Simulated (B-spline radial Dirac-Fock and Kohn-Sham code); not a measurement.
Pb³⁺ 5d5/2: cross section and angular parameters

System: lead as Pb³⁺, configuration [Xe] 4f14 5d10 6s1; threshold 55.41 eV (orbital energy of the model). These are calculated numbers from a radial atomic solver; the model is Dirac-Hartree-Slater photoionisation with a Latter tail; cross sections with all multipoles, angular parameters from the dipole term and its interference with E2.

```
hν (eV)  σ (kb)       β       γ       δ
   97.7    2080   1.608   0.013   0.015
    100    1880   1.650   0.024   0.016
    104    1580   1.718   0.046   0.016
    143     345   1.966   0.381  -0.009
    150     273   1.891   0.438  -0.018
    190     105   0.636   0.435  -0.052
    200    92.5   0.258   0.338  -0.044
    214    83.2  -0.164   0.190  -0.026
    293    82.5  -0.427  -0.070   0.061
    300    83.3  -0.382  -0.060   0.063
    500    82.9   0.566   0.209   0.040
    600    73.5   0.791   0.218   0.024
    800       ?       ?       ?       ?
    834    52.8   1.076   0.132   0.005
    846    51.8   1.085   0.127   0.005
   1110    35.8   1.233   0.029   0.001
 1253.6    29.6   1.281  -0.006   0.001
   1650    18.4   1.355  -0.042   0.006
   2090    11.6   1.387  -0.014   0.014
   3010    5.23   1.389   0.149   0.030
   3390    3.94   1.379   0.231   0.037
   3510    3.62   1.375   0.258   0.039
   4700    1.72   1.328   0.520   0.061
   6210   0.802   1.262   0.822   0.089
   7710   0.428   1.198   1.079   0.118
   8310   0.342   1.174   1.171   0.130
  12000   0.108   1.044   1.631   0.202
  13300  0.0774   1.004   1.757   0.228
  15000  0.0519   0.957   1.903   0.261
```

Q: Give the values at 800 eV.

A: σ = 55.4 kb, β = 1.047, γ = 0.147, δ = 0.007.
